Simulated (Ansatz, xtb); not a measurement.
# Two isomers of C2H9GeNSi2

Structure a: `C[Si@@H](C#N)[GeH2][SiH3]`, a singlet. Structure b: `N#CC[SiH2][SiH2][GeH3]`, a singlet. Both are isolated molecules in the gas phase, relaxed with B3LYP/def2-SVP, each in the lowest conformer that the search found.

a (Å):

```json
{"atom": "C", "x (Å)": "-2.4837", "y (Å)": "-1.2107", "z (Å)": "-2.8833"}
{"atom": "C", "x (Å)": "-1.3221", "y (Å)": "-1.0732", "z (Å)": "-0.0705"}
{"atom": "Ge", "x (Å)": "1.0809", "y (Å)": "-0.7387", "z (Å)": "-2.5276"}
{"atom": "N", "x (Å)": "-1.3796", "y (Å)": "-1.5236", "z (Å)": "0.9992"}
{"atom": "Si", "x (Å)": "-1.1841", "y (Å)": "-0.3774", "z (Å)": "-1.8028"}
{"atom": "Si", "x (Å)": "2.7031", "y (Å)": "0.1705", "z (Å)": "-1.0078"}
{"atom": "H", "x (Å)": "-2.4448", "y (Å)": "-0.8017", "z (Å)": "-3.9055"}
{"atom": "H", "x (Å)": "-3.4928", "y (Å)": "-1.0368", "z (Å)": "-2.4775"}
{"atom": "H", "x (Å)": "-2.3119", "y (Å)": "-2.2966", "z (Å)": "-2.9380"}
{"atom": "H", "x (Å)": "-1.4520", "y (Å)": "1.0826", "z (Å)": "-1.6668"}
{"atom": "H", "x (Å)": "1.2356", "y (Å)": "-0.0864", "z (Å)": "-3.9234"}
{"atom": "H", "x (Å)": "1.3016", "y (Å)": "-2.2589", "z (Å)": "-2.7073"}
{"atom": "H", "x (Å)": "2.4628", "y (Å)": "1.6336", "z (Å)": "-0.8434"}
{"atom": "H", "x (Å)": "4.0768", "y (Å)": "-0.0397", "z (Å)": "-1.5504"}
{"atom": "H", "x (Å)": "2.5853", "y (Å)": "-0.5011", "z (Å)": "0.3171"}
```

b (Å):

```xyz
15

C    -3.0995   -0.8590   -1.6990
C    -2.2135   -1.6892   -2.5006
Ge    2.8719    0.3947   -1.2149
N    -3.7734   -0.1834   -1.0396
Si   -0.3885   -1.6889   -1.8789
Si    0.5634    0.4679   -1.8812
H    -2.2331   -1.3443   -3.5482
H    -2.5794   -2.7301   -2.4957
H     0.3669   -2.5909   -2.7994
H    -0.3616   -2.2771   -0.5083
H    -0.2006    1.3545   -0.9549
H     0.4668    1.0308   -3.2635
H     3.0026   -0.1711    0.2153
H     3.4891    1.8088   -1.2422
H     3.6794   -0.5109   -2.1700
```

**Question.** Estimate E(b) − E(a) at the level CCSD(T)/def2-SVP + ΔMP2/def2-TZVPP.

**Answer.** Calculated at CCSD(T)/def2-SVP + ΔMP2/def2-TZVPP: E(b) − E(a) = +17.6 kcal/mol, so structure a lies lower.

How the difference moves with the method:

```
                             level        geometry  E(b) − E(a) (kcal/mol)  departure from the last row (kcal/mol)  job, with rough time for the two
                          GFN2-xTB        GFN2-xTB                      +2.3                                   −15.3              optimisation, 0.44 s
                         HF/STO-3G        GFN2-xTB                     +21.0                                    +3.4              single point, 0.64 s
                r2SCAN-D4/def2-SVP        GFN2-xTB                     +14.9                                    −2.7               single point, 4.9 s
                    B3LYP/def2-SVP  B3LYP/def2-SVP                     +14.1                                    −3.5             optimisation, 1.9 min
                       HF/def2-SVP  B3LYP/def2-SVP                     +14.8                                    −2.8           part of the CCSD(T) run
                      MP2/def2-SVP  B3LYP/def2-SVP                     +15.6                                    −2.0           part of the CCSD(T) run
                  CCSD(T)/def2-SVP  B3LYP/def2-SVP                     +14.5                                    −3.1                      single point
CCSD(T)/def2-SVP + ΔMP2/def2-TZVPP  B3LYP/def2-SVP                     +17.6                                                     single point, 1.7 min
```

As drawn, b has 1 C–C, 1 Si–Si, 1 Ge–H in place of 1 C–Si, 1 Ge–Si, 1 C–H.

None of the levels shown reverses the order. The largest departure from CCSD(T)/def2-SVP + ΔMP2/def2-TZVPP is that of GFN2-xTB, 15.3 kcal/mol. The last row adds to CCSD(T) the change of the MP2 difference between the two basis sets, here +3.1 kcal/mol, a large step that makes the value less sure.

With thermal terms from frequencies at re-optimised GFN2-xTB minima (ideal gas, soft modes damped towards free rotors, one conformer each, 298.15 K, 1 atm): the zero-point term adds −1.0 kcal/mol; ΔH is +16.1 and ΔG +17.0 kcal/mol.

The correlated steps freeze 22 core orbitals; the filled d shell of Ge is correlated, in a basis made for valence electrons. Mirror images aren't counted in ΔG. Codes used: Ansatz 0.2.0, xtb 6.7.1; the last row on 4 threads of Arm Neoverse V1 on a shared host.
